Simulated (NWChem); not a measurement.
Molecule: C₂H₇NOSi; SMILES [SiH3]/N=C/OC

```xyz
12

C      0.7871    -2.2892     0.0000
O     -0.5519    -1.8289     0.0000
C     -0.7280    -0.5110     0.0000
N      0.2141     0.3266     0.0000
Si     0.1066     2.0624     0.0000
H      0.7352    -3.3845     0.0000
H      1.3250    -1.9293    -0.8899
H      1.3250    -1.9293     0.8899
H     -1.8150    -0.3017     0.0000
H      1.4839     2.6306     0.0000
H     -0.6119     2.5695     1.2141
H     -0.6119     2.5695    -1.2141
```
Atoms are numbered in this order, from 1.

All runs use the structure optimised with PBE0/def2-SVP. No frequency run checked for a minimum. B3LYP is NWChem's, with the RPA form of VWN correlation.

### Question
Give the principal values of the shielding tensors (ppm) of C1, O2, C3, N4, Si5 from B3LYP/6-31G* (spherical d), GIAO (NWChem), with their diamagnetic and paramagnetic parts as GIAO splits them.

### Answer
```json
[
 {"atom": "C1", "σ11": "114.0", "σ22": "129.7", "σ33": "178.0", "isotropic": "140.6", "diamagnetic": "248.9", "paramagnetic": "-108.3"},
 {"atom": "O2", "σ11": "10.0", "σ22": "224.7", "σ33": "265.0", "isotropic": "166.6", "diamagnetic": "393.9", "paramagnetic": "-227.3"},
 {"atom": "C3", "σ11": "-54.1", "σ22": "81.1", "σ33": "101.8", "isotropic": "42.9", "diamagnetic": "255.7", "paramagnetic": "-212.8"},
 {"atom": "N4", "σ11": "-148.7", "σ22": "41.3", "σ33": "272.7", "isotropic": "55.1", "diamagnetic": "322.8", "paramagnetic": "-267.8"},
 {"atom": "Si5", "σ11": "403.8", "σ22": "446.6", "σ33": "496.7", "isotropic": "449.0", "diamagnetic": "882.3", "paramagnetic": "-433.3"}
]
```
